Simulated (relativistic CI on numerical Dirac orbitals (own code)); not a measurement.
Computed by Dirac-Coulomb-Breit CI, orbitals from a KLI potential per configuration, QED by a radiative potential, unscaled Slater integrals (own radial code, finite nucleus).

CI space (outside the closed core [Ne]): 3s2 3p6 3d10, 3s2 3p6 3d9 4s, 3s2 3p6 3d9 4p, 3s2 3p6 3d9 4d, 3s2 3p6 3d9 4f, 3s2 3p5 3d10 4s, 3s2 3p6 3d8 4s2, 3s2 3p6 3d8 4s 4p, 3s2 3p5 3d10 4p, 3s2 3p6 3d9 5s, 3s2 3p6 3d8 4p2, 3s2 3p6 3d9 5p, 3s2 3p6 3d8 4s 4d, 3s2 3p5 3d10 4d, 3s2 3p6 3d9 5d, 3s 3p6 3d10 4s, 3s2 3p6 3d8 4p 4d, 3s2 3p6 3d9 5f, 3s2 3p5 3d9 4s2, 3s2 3p6 3d9 5g, 3s 3p6 3d10 4p, 3s2 3p6 3d8 4d2, 3s2 3p5 3d10 4f, 3s2 3p5 3d9 4s 4p, 3s2 3p6 3d9 6s, 3s2 3p6 3d9 6p, 3s2 3p6 3d9 6d, 3s2 3p5 3d9 4p2, 3s2 3p5 3d9 4s 4d, 3s 3p6 3d10 4d, 3s 3p6 3d9 4s2, 3s2 3p5 3d10 5s, 3s2 3p5 3d9 4p 4d, 3s2 3p5 3d10 5p, 3s 3p6 3d9 4s 4p, 3s2 3p4 3d10 4s2. Levels of other configurations are missing.

At this charge energies of transitions that change n are usually good to better than 1 %, and those within a shell (Δn = 0) to a few per cent.

Outline of the computed level scheme of Sb XXIV. Lowest level of each configuration: 3s2 3p6 3d10 1S_0 at 0.000 eV; 3s2 3p6 3d9 4s 3D_3 at 480.125 eV; 3s2 3p6 3d9 4p 3P°_2 at 526.854 eV; 3s2 3p6 3d9 4d 3S_1 at 613.655 eV; 3s2 3p6 3d9 4f 3P°_0 at 696.383 eV.

Some strong electric-dipole decays among the lowest 45 levels: 3s2 3p6 3d9 4p 1P°_1 → 3s2 3p6 3d10 1S_0 (1.8e+12 s⁻¹); 3s2 3p6 3d9 4p 3D°_1 → 3s2 3p6 3d10 1S_0 (2.7e+11 s⁻¹); 3s2 3p6 3d9 4p 3P°_1 → 3s2 3p6 3d10 1S_0 (1.6e+11 s⁻¹); 3s2 3p6 3d9 4d 3G_4 → 3s2 3p6 3d9 4p 3F°_3 (1.2e+11 s⁻¹); 3s2 3p6 3d9 4d 3G_3 → 3s2 3p6 3d9 4p 3F°_2 (1.1e+11 s⁻¹); 3s2 3p6 3d9 4f 3H°_5 → 3s2 3p6 3d9 4d 3G_4 (1.0e+11 s⁻¹); 3s2 3p6 3d9 4d 3G_4 → 3s2 3p6 3d9 4p 3F°_3 (9.8e+10 s⁻¹); 3s2 3p6 3d9 4d 3G_5 → 3s2 3p6 3d9 4p 3F°_4 (9.8e+10 s⁻¹).

LS names give the leading component of a level, which can be under half, so a name can repeat, a term be missing and a line seem to break the LS rules.
